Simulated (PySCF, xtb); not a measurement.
3-methoxypropanenitrile (C4H7NO), SMILES COCCC#N.

GFN2-xTB (xtb) at its own geometry gives an orbital gap of 5.53 eV and a dipole moment of 3.32 D.

The structure is a stationary point at ωB97X-D3(BJ)/def2-SVP. Other conformers were not sampled.

What does PBE/def2-TZVP (PySCF) give? (The exact figures need the calculation; the answer reports its results.)

gap 6.02 eV (levels -6.45 and -0.43 eV), dipole 3.88 D.
